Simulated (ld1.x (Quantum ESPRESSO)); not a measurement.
An all-electron radial function and its pseudo partner (Sb (Z = 51))

Columns: radius, all-electron u(r) and pseudo u(r) of the 4d shell (level -33.63 eV) of antimony in the configuration [Kr] 4d10 5s1.75 5p3.25; BLYP, scalar-relativistic, TM scheme, ld1.x (Quantum ESPRESSO) 7.5.

```json
{"r (bohr)": "0.112", "all-electron": "0.3818", "pseudo": "-0.0147"}
{"r (bohr)": "0.224", "all-electron": "0.5487", "pseudo": "-0.1058"}
{"r (bohr)": "0.336", "all-electron": "0.1793", "pseudo": "-0.2996"}
{"r (bohr)": "0.448", "all-electron": "-0.3197", "pseudo": "-0.5561"}
{"r (bohr)": "0.560", "all-electron": "-0.7173", "pseudo": "-0.8014"}
{"r (bohr)": "0.672", "all-electron": "-0.9579", "pseudo": "-0.9771"}
{"r (bohr)": "0.784", "all-electron": "-1.0607", "pseudo": "-1.0625"}
{"r (bohr)": "0.896", "all-electron": "-1.0666", "pseudo": "-1.0666"}
{"r (bohr)": "1.008", "all-electron": "-1.0138", "pseudo": "-1.0138"}
{"r (bohr)": "1.120", "all-electron": "-0.9300", "pseudo": "-0.9300"}
{"r (bohr)": "1.232", "all-electron": "-0.8333", "pseudo": "-0.8333"}
{"r (bohr)": "1.344", "all-electron": "-0.7347", "pseudo": "-0.7347"}
{"r (bohr)": "1.456", "all-electron": "-0.6403", "pseudo": "-0.6403"}
{"r (bohr)": "1.568", "all-electron": "-0.5533", "pseudo": "-0.5533"}
{"r (bohr)": "1.680", "all-electron": "-0.4752", "pseudo": "-0.4752"}
{"r (bohr)": "1.792", "all-electron": "-0.4062", "pseudo": "-0.4062"}
{"r (bohr)": "1.904", "all-electron": "-0.3459", "pseudo": "-0.3459"}
{"r (bohr)": "2.016", "all-electron": "-0.2938", "pseudo": "-0.2938"}
{"r (bohr)": "2.128", "all-electron": "-0.2489", "pseudo": "-0.2489"}
{"r (bohr)": "2.240", "all-electron": "-0.2105", "pseudo": "-0.2105"}
{"r (bohr)": "2.352", "all-electron": "-0.1777", "pseudo": "-0.1777"}
{"r (bohr)": "2.464", "all-electron": "-0.1499", "pseudo": "-0.1499"}
{"r (bohr)": "2.576", "all-electron": "-0.1263", "pseudo": "-0.1263"}
{"r (bohr)": "2.688", "all-electron": "-0.1063", "pseudo": "-0.1063"}
{"r (bohr)": "2.800", "all-electron": "-0.0894", "pseudo": "-0.0894"}
{"r (bohr)": "2.912", "all-electron": "-0.0751", "pseudo": "-0.0751"}
```

Q: How many radial nodes do the two functions have?

A: The all-electron 4d function has n − l − 1 = 1; the pseudo-wave has 0, since the states of the same l below it are removed with the core.

Q: At about which radius was the pseudo-wave matched?

A: 0.95 bohr, where the columns begin to agree (steps of 0.11 bohr).

Q: Is the pseudo-wave norm-conserving?

A: Yes: the TM scheme keeps the norm inside the radius equal to the all-electron one, which fixes the energy derivative of the logarithmic derivative at the level.
